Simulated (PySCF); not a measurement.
## Electronic structure of Mg (magnesium, neutral) at the UHF level

Configuration: [Ne] 3p2, high-spin 3P determinant (an excited configuration). Computed with PySCF 2.14 in aug-cc-pCVDZ (6s5p3d, 36 functions), with no relativity, point nucleus.

```json
{"Total energy": "-199.377347 hartree", "One-electron energy": "-277.6921 hartree", "Hartree (Coulomb) energy": "94.2612 hartree", "Exchange energy": "-15.9465 hartree", "Kinetic energy": "199.33764 hartree", "⟨S²⟩": "2.0000", "⟨L²⟩": "2.000", "Sum of ⟨r⟩": "13.97 bohr", "Sum of ⟨r²⟩": "44.45 bohr²", "Traceless quadrupole moment −½Σ⟨3z² − r²⟩ along its main axis": "7.94 e·bohr²", "Density at the nucleus (Gaussians lack the cusp)": "1060 bohr⁻³", "Spin density at the nucleus": "0.0295 bohr⁻³", "Langevin diamagnetic susceptibility": "-35.2 ×10⁻⁶ cm³/mol"}
```

```
shell  electrons  mean orbital energy (hartree)  spread (hartree)  rms radius, mean of both spins (bohr)
 1s α          1                      -49.17831                 0                                  0.152
 1s β          1                      -49.17435                 0                                  0.152
 2s α          1                       -3.90424                 0                                  0.757
 2s β          1                       -3.89884                 0                                  0.757
 2p α          3                       -2.42998           0.00436                                  0.770
 2p β          3                       -2.42058           0.00681                                  0.770
 3p α          2                       -0.17762                 0                                   4.46
```

Spin-orbit constants ζ (cm⁻¹) from the X2C one-electron operator on these orbitals (non-relativistic here): bare nucleus, nucleus screened by l(l+1)(2l+1)/3 electrons, and screened by the Breit-Pauli mean field of the electrons.

| shell | bare | screened nucleus | mean field |
| --- | --- | --- | --- |
| 2p | 1734 | 1445 | 1312 |
| 3p | 40.26 | 33.55 | 29.59 |

To first order the Landé constant is A = 14.80 cm⁻¹, so the lowest level has J = 0 and lies 0.00367 eV below the centre of the term. This holds in LS coupling only.
